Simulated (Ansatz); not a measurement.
A nudged elastic band was laid between two geometries of H₄NOSb (7 atoms, charge 0, multiplicity 1).

Method: RKS BLYP/def2-SVP in Ansatz.

```json
{"movable images": "5", "climbing image": "yes", "spring": "5.0 eV/Å²", "optimiser": "quadratic models (default)", "start path": "IDPP", "force threshold": "0.2 eV/Å", "iteration limit": "60", "end points": "relaxed"}
```

First end point:

```xyz
7
Properties=species:S:1:pos:R:3
N -1.004 0.074 -0.820
Sb -0.065 -0.003 1.037
O 1.738 -0.758 0.438
H -1.994 -0.197 -0.791
H -0.905 0.946 -1.354
H 0.613 1.603 0.929
H 1.678 -1.733 0.516
```

Last end point:

```xyz
7
Properties=species:S:1:pos:R:3
N -1.325 0.547 -0.212
Sb 0.181 -0.109 1.077
O 1.607 -0.887 -0.183
H -1.925 -0.228 -0.530
H -0.963 1.021 -1.052
H 0.952 1.449 0.982
H 1.534 -1.863 -0.128
```

Task: What changes between the two ends?

Result: No bond is made or broken. The height of N1 over the plane of its neighbours goes from 0.33 to -0.38 Å.

Task: Give the energies along the band, and the barrier.

Result: The forces met the threshold. The highest image is number 2 of 0 to 6, 0.010 eV above the first end and 0.105 eV above the last; the last end lies 0.095 eV below the first. The threshold of 0.2 eV/Å is loose, so the images may lie well off the minimum-energy path. The order of the stationary point at the top wasn't checked.

| image | path coordinate (Å) | energy (eV) | height of N1 over the plane of its neighbours (Å) |
| --- | --- | --- | --- |
| 0 | 0.00 | 0.000 | 0.33 |
| 1 | 0.11 | 0.005 | 0.25 |
| 2 | 0.21 | 0.010 | 0.14 |
| 3 | 0.37 | -0.009 | -0.03 |
| 4 | 0.52 | -0.054 | -0.20 |
| 5 | 0.68 | -0.086 | -0.32 |
| 6 | 0.83 | -0.095 | -0.38 |

Task: What is the geometry of the highest image?

Result: 
```xyz
7
Properties=species:S:1:pos:R:3
N -1.119 0.242 -0.633
Sb 0.034 -0.051 1.041
O 1.751 -0.834 0.239
H -2.042 -0.191 -0.721
H -1.018 1.052 -1.251
H 0.782 1.523 0.974
H 1.674 -1.809 0.305
```

Time of the run: 21 s on 1 thread of Intel(R) Xeon(R) Platinum 8488C (Sapphire Rapids) (shared host), peak memory 0.14 GiB.
